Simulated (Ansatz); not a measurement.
C2H7BSi can be A, `B1CC[SiH2]1`, or B, `CB1C[SiH2]1`.

Computed with Ansatz on PBE0-D4/def2-TZVP structures; ΔE is electronic, products minus reactants. CBS: MP2 limit from def2 TZ/QZ plus the TZ coupled-cluster correction, frozen cores. DFT in def2-TZVPP.

(1) Which is lower in electronic energy at CCSD(T)/CBS, and by how much? (An estimate is asked.)

(2) Give E(B) − E(A) in kJ/mol with PBE-D4, B2PLYP, ωB97M-V, CCSD/def2-TZVPP, HF/def2-TZVPP, MP2/def2-TZVPP, CCSD(T)/def2-TZVPP. (An estimate is asked.)

(3) Does the order hold for the free energy at 298.15 K (harmonic terms from PBE0-D4)? (An estimate is asked.)

Largest T1 diagnostic: 0.013.

Results:

(1) Computed: A, by 1.3 kJ/mol. So small a gap doesn't settle the order.

(2) Computed: PBE-D4 -13.1, B2PLYP -4.4, ωB97M-V -0.8, CCSD/def2-TZVPP 6.5, HF/def2-TZVPP 22.0, MP2/def2-TZVPP -1.2, CCSD(T)/def2-TZVPP 1.5. The order is the other way round with PBE-D4, B2PLYP, ωB97M-V, MP2/def2-TZVPP.

(3) Ansatz gave: No: G(B) − G(A) = -4.0 kJ/mol.

From r2SCAN to r2SCAN0 (25 % exact exchange), in def2-TZVPP and without D4, E(B) − E(A) moves by +7.7 kJ/mol. In def2-TZVPP, CCSD(T) changes the Hartree–Fock value by −20.6 kJ/mol (the triples alone add −5.0 kJ/mol) and MP2 by −23.2 kJ/mol.
